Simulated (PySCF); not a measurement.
**Excitation energy of Ta²⁺ by level of theory**

Ta²⁺ [Xe] 4f14 5d3 (4F) → Ta²⁺ [Xe] 4f14 5d2 6p1 (high-spin determinant), as a difference of total energies. Calculation: PySCF 2.14, in ANO-RCC-VTZP (8s7p5d3f2g1h, 104 functions); scalar relativity by spin-free X2C-1e. Correlated levels: valence: [Xe] 4f14 frozen. The calculations carry no spin-orbit coupling.

```json
{"method": "UHF", "excitation energy (eV)": "6.694"}
{"method": "LDA", "excitation energy (eV)": "6.760"}
{"method": "PBE0", "excitation energy (eV)": "6.833"}
{"method": "r2SCAN", "excitation energy (eV)": "6.821"}
{"method": "MP2 (valence)", "excitation energy (eV)": "6.772"}
```

Question: Estimate what SCS-MP2 (valence) gives.

Answer: 6.720 eV, closest to UHF among the rows shown.

Question: Estimate what PBE gives.

Answer: 6.685 eV, closest to UHF among the rows shown.

A first-order spin-orbit estimate (lowest level to lowest level, LS coupling) adds -0.350 eV.

The basis was made for the ground configuration and has no added diffuse functions, so the excitation energy can come out too high.

The determinant of the upper state mixes LS terms, which raises its energy above the lowest term, most at the Hartree-Fock and MP2 levels.
